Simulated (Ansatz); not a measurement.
Reaction (formal hydrolysis of the Si–Cl bond): `N[Si](N)(N)Cl` + H₂O → `N[Si](N)(N)O` + HCl

Isolated molecules relaxed with PBE0-D4/def2-TZVP in Ansatz; ΔE leaves out vibrations. CCSD(T)/CBS is the MP2 limit (def2-TZVPP, def2-QZVPP) plus CCSD(T) − MP2 in def2-TZVPP, frozen cores. This one scheme is used for every species. Functionals use def2-TZVPP. B3LYP here is the variant with VWN-RPA as its local correlation; programs differ in this. HSE06 is defined as in plane-wave codes. Each species was taken in one conformer, which may not be the lowest.

`N[Si](N)(N)Cl`:

Cartesian coordinates in Å:
```
N -0.628 -1.467 0.350
Si 0.209 -0.071 -0.144
N -0.804 0.906 -1.099
N 0.748 0.793 1.217
Cl 1.866 -0.633 -1.284
H -0.150 -2.330 0.548
H -1.558 -1.619 -0.002
H -0.870 0.787 -2.096
H -0.959 1.859 -0.817
H 0.566 0.416 2.132
H 1.579 1.359 1.194
```

H₂O:

Z-matrix (Å, degrees):
```
O
H 1 0.960
H 1 0.960 2 105.1
```

`N[Si](N)(N)O`:

Z-matrix (Å, degrees):
```
Si
N 1 1.706
N 1 1.720 2 123.3
N 1 1.706 2 105.4 3 117.2
O 1 1.651 2 101.0 3 -116.5
H 2 1.005 1 121.7 3 -63.1
H 2 1.005 1 120.3 3 88.5
H 3 1.007 1 119.1 2 72.9
H 3 1.007 1 119.3 2 -67.7
H 4 1.006 1 119.9 2 41.3
H 4 1.006 1 121.1 2 -170.2
H 5 0.958 1 114.8 2 169.6
```

HCl:

```xyz
2

Cl    0.486    0.076    0.408
H    -0.486   -0.076   -0.408
```

```
             level  ΔE (kJ/mol)  difference from CCSD(T)/CBS
            PBE-D4          3.8                          7.5
         r2SCAN-D4         -3.6                          0.1
          B3LYP-D4         -3.3                          0.4
      CAM-B3LYP-D4         -8.6                         -4.9
           ωB97X-V         -3.7                          0.0
           ωB97M-V         -3.2                          0.5
          PBE-QIDH         -2.4                          1.3
               PBE          1.6                          5.3
            revPBE          3.2                          6.9
             HSE06          0.7                          4.4
         CAM-B3LYP        -10.9                         -7.2
  CCSD(T)/def2-SVP         -5.8                         -2.1
SCS-MP2/def2-TZVPP         -9.3                         -5.6
   CCSD/def2-TZVPP        -11.9                         -8.2
CCSD(T)/def2-TZVPP        -10.6                         -6.9
     MP2/CBS(def2)          1.6                          5.3
       CCSD(T)/CBS         -3.7                            0
```

Largest T1 diagnostic among the species: 0.010.

The D4 term adds +3.9 kJ/mol with B3LYP and +2.1 kJ/mol with PBE0; it sums over pairs of atoms, weighted by their polarisabilities, and B3LYP, whose exchange is more repulsive, gets the larger term. Leaving LDA and LC-ωPBE aside and taking each functional with its dispersion term where it has one, the values, not all of them listed here, spread over 13.8 kJ/mol, from CAM-B3LYP-D4 to revPBE-D4. LDA lies −5.6 kJ/mol from PBE without D4. From BLYP to BHLYP (50 % exact exchange), in def2-TZVPP and without D4, ΔE moves by −3.1 kJ/mol.
